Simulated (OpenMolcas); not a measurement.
**How methods differ on CH6FNSn (SMILES [CH3][SnH]([NH2])[F])**

The species is CH6FNSn (10 atoms), meant as a singlet with charge 0. SMILES: `[CH3][SnH]([NH2])[F]`. The shape is that of a PBE0-D4/def2-TZVP optimisation. This is one conformer, not always the lowest.

Each level gives the vertical ionisation energy (to the doublet cation) (eV). The values are calculated.

```tsv
level	kind	program	value (eV)	CPU time (all runs)
HF/def2-SVP (core potential)	Hartree–Fock	OpenMolcas	8.34	34 s
BLYP/def2-SVP (core potential)	GGA	OpenMolcas	9.12	2.8 min
PBE/def2-SVP (core potential)	GGA	OpenMolcas	9.28	2.7 min
revPBE/def2-SVP (core potential)	GGA	OpenMolcas	9.22	2.2 min
TPSS/def2-SVP (core potential)	meta-GGA	OpenMolcas	9.24	3.4 min
r2SCAN/def2-SVP (core potential)	meta-GGA	OpenMolcas	9.36	3 min
BHLYP/def2-SVP (core potential)	global hybrid	OpenMolcas	9.41	1.9 min
M06-2X/def2-SVP (core potential)	hybrid meta-GGA	OpenMolcas	9.73	2.4 min
```

Spin-orbit coupling, which can split open shells on such heavy atoms by tenths of an eV, is left out. The values span 8.34 to 9.73 eV. Times are those of the runs behind each value, whatever else they computed, on shared processors of several kinds: orders of magnitude only.
